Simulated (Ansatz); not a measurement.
A nudged elastic band was laid between two geometries of Cl2F3H2STa (9 atoms, charge 0, multiplicity 1).

The calculation used Ansatz 0.2.0, RKS B3LYP-D4/def2-SVP.

```yaml
movable_images: 5
climbing_image: yes
spring: 5.0 eV/Å²
optimiser: quadratic models (default)
start_path: straight line
force_threshold: 0.03 eV/Å
iteration_limit: 60
end_points: relaxed
```

Initial state:

```xyz
9
Properties=species:S:1:pos:R:3
Ta -0.084 -0.025 -0.156
F 1.746 0.463 -0.208
F 0.324 -0.846 1.504
Cl -0.183 0.390 -2.461
F -0.810 1.561 0.480
Cl -2.014 -1.356 -0.252
S 1.093 -2.458 -1.054
H 1.194 -3.037 0.166
H 2.378 -2.029 -1.035
```

Final state:

```xyz
9
Properties=species:S:1:pos:R:3
Ta -0.294 -0.532 -0.280
F 1.954 0.255 -0.246
F 0.201 -1.144 1.437
Cl -0.258 0.086 -2.530
F -0.395 1.241 0.322
Cl -2.424 -1.341 -0.208
S 1.178 -2.387 -1.066
H 1.387 -2.944 0.152
H 2.296 -0.572 -0.597
```

(1) What changes between the two ends?

(2) What energy profile does the band end with?

(3) What is the geometry of the highest image?

The band took 14 iterations and of the order of 17 core-minutes.

Results:

(1) Bonds broken: S7–H9. Bonds formed: F2–H9.

(2) The forces met the threshold. The highest image is number 5 of 0 to 6, 0.99 eV above the first end and 0.13 eV above the last; the last end lies 0.86 eV above the first. Another band between the same ends (5 images) ends at a top of the same energy, where a vibrational analysis finds 1 clearly imaginary mode. The orbitals stay closed-shell, which can raise the energy where a bond breaks towards radicals; this wasn't checked here.

```csv
image,path coordinate (Å),energy (eV),S7–H9 (Å),F2–H9 (Å)
0,0.00,0.00,1.36,2.70
1,0.35,0.01,1.35,2.53
2,0.69,0.08,1.35,2.23
3,1.04,0.25,1.36,1.90
4,1.39,0.62,1.42,1.54
5,1.73,0.99,1.66,1.16
6,2.26,0.86,2.18,0.96
```

(3) 
```xyz
9
Properties=species:S:1:pos:R:3
Ta -0.228 -0.387 -0.250
F 1.863 0.147 -0.268
F 0.182 -1.140 1.432
Cl -0.261 0.114 -2.527
F -0.395 1.361 0.375
Cl -2.354 -1.236 -0.211
S 1.302 -2.353 -1.064
H 1.487 -2.917 0.155
H 2.049 -0.926 -0.659
```

The run took 4.5 min on 4 threads of Arm Neoverse V1, with other jobs on the host, peak memory 0.43 GiB.
